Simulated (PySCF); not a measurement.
A structure optimised at r2SCAN-D4/def2-TZVP, used in a PySCF frequency run:

```
C
F 1 1.3213
F 1 1.3213 2 111.16
F 1 1.3213 2 111.16 3 124.40
```
Charge 0, spin multiplicity 2.

Problem. Write its SMILES, formula and point group.

Solution. F[C](F)F, CF3, C3v

Problem. What are its rotational constants (standard atomic weights)?

Solution. 10.812, 10.812, 5.5980 GHz
